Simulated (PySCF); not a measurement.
Compound: 2-cyanoselenophene, C5H3NSe.
Geometry (PBE0-D3(BJ)/def2-SVP, Å), atoms numbered from 1 in this order:
```xyz
10
C5H3NSe angstrom
N      3.518    0.564   -0.422
C      2.369    0.475   -0.275
C      0.970    0.384   -0.095
C      0.217   -0.763    0.022
C     -1.174   -0.538    0.197
C     -1.540    0.781    0.223
Se    -0.097    1.914    0.018
H      0.669   -1.755   -0.020
H     -1.896   -1.350    0.304
H     -2.546    1.182    0.346
```

Level of theory: TDDFT CAM-B3LYP/def2-SVPD, vertical, gas phase, core orbitals frozen in the response in PySCF. Relativistic effects, spin–orbit coupling among them, are left out although an element past zinc is present.

Frontier orbitals with the atoms that hold most of them (Löwdin shares over 4%, at most four atoms; ? is withheld):

```csv
orbital,ε (eV),atoms
LUMO+2,0.93,"Se7 59%, C2 10%, C6 7%, N1 5%"
LUMO+1,0.18,"Se7 68%, C3 10%, C6 6%, C2 4%"
LUMO,?,?
HOMO,-8.68,"C6 22%, C3 22%, C5 16%, N1 14%"
HOMO-1,-8.95,?
HOMO-2,-10.97,"N1 40%, C2 30%, Se7 14%, C3 9%"
HOMO-3,-11.61,"N1 30%, C2 26%, C6 13%, C5 11%"
```

Task: Which atoms hold the HOMO-1, and with what shares?

Result: Se7 (bonded to 2 C) 48%; C4 (bonded to 2 C and H) 19%; C5 (bonded to 2 C and H) 11%; C3 (bonded to 2 C and Se) 10%. By element: selenium 48%, carbon 40% or more.

Task: Which atoms hold the LUMO, and with what shares?

Result: Se7 (bonded to 2 C) 19%; C6 (bonded to C, Se and H) 18%; C3 (bonded to 2 C and Se) 16%; C4 (bonded to 2 C and H) 15%. By element: carbon 50% or more, selenium 19%.

Task: What is the LUMO energy, and the HOMO–LUMO gap?

Result: ε(LUMO) = -0.96 eV; the gap is 7.72 eV (0.2836 hartree).

Task: The HOMO–LUMO gap is 7.72 eV. Where does the response calculation put the lowest singlet, and from which orbitals?

Result: S1 is at 4.89 eV (f = 0.151), 2.82 eV below the gap, made of HOMO→LUMO (78%), HOMO-1→LUMO (16%). 

Task: Give energy, strength and leading configuration of S1 and S2, and follow the Löwdin shares of the leading atoms from the occupied to the empty orbital.

Result: 
- S1 (4.89 eV, f 0.151), HOMO→LUMO (78%): C6 22% → 18%, C3 22% → 16%, Se7 at most 14% → 19%
- S2 (5.19 eV, f 0.148), HOMO-1→LUMO (77%): Se7 48% → 19%, C4 19% → 15%, C6 at most 10% → 18%

Löwdin shares depend on the basis, the more so with diffuse functions.

Rough CPU time on one thread of a shared machine: about 70 s.
